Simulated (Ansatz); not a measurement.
Frontier orbitals of `[CH3][Nb]([NH2])(=[O])[F]`.

Total charge 0; spin multiplicity 1. Correlated methods include outer-core shells of Nb, which these sets cover unevenly. Nb takes the def2 core potential. The geometry is a stationary point of PBE0-D4/def2-TZVP. It is one conformer, not always the lowest. Basis def2-TZVPP, Ansatz 0.2.0.

```tsv
functional	HOMO (eV)	LUMO (eV)	gap (eV)
PBE	-6.79	-2.42	4.37
revPBE	-6.71	-2.32	4.39
PBE0	-8.17	-1.53	6.64
r2SCAN0	-8.38	-1.44	6.94
ωB97M-V	-10.50	0.59	11.09
HF	-11.50	1.56	13.06
```

From PBE to PBE0 the HOMO moves by −1.39 eV and the LUMO by +0.89 eV, and with ωB97M-V by −3.72 and +3.01 eV, so the gap grows from 4.36 to 11.09 eV with exact exchange. A positive LUMO is unbound and depends on the basis.
